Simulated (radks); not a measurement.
Fractional charge and spin in the 5p shell of neodymium: the spin-up occupation runs from 2 to 3 and the spin-down occupation from 2 to 3; the fullest corner is Nd, [Kr] 4d10 4f(up 2, down 2) 5s2 6s2 5p(up 3, down 3). All-electron calculation, scalar-relativistic Kohn-Sham, PBE, spin-polarised, spherical densities, point nucleus. Program: a radial shooting solver on a logarithmic mesh with Libxc functionals. Energy (eV) minus the two flat planes that join the four corners (they meet along the diagonal where the two added fractions sum to one electron); zero is where a piecewise linear energy would lie.

down \ up       2    2.25     2.5    2.75       3
2           0.000  -1.007  -1.334  -0.993   0.000
2.25       -1.007  -1.279  -0.887   0.157  -0.893
2.5        -1.334  -0.887   0.209  -0.791  -1.175
2.75       -0.993   0.157  -0.791  -1.125  -0.869
3           0.000  -0.893  -1.175  -0.869   0.000

Corners above the fullest one (they belong to Nd+ and the next ion): (up 3, down 2) 26.622 eV, (up 2, down 3) 26.622 eV, (up 2, down 2) 64.155 eV. With half an added electron in each spin the energy lies 0.209 eV from the planes, and with half an added electron in spin up alone -1.334 eV. The planes are only a guide here: the flat-plane condition holds for ground states with one frontier orbital, while this shell lies below other occupied shells, so the corners above the fullest one are inner-hole states and not the ground states of those ions.
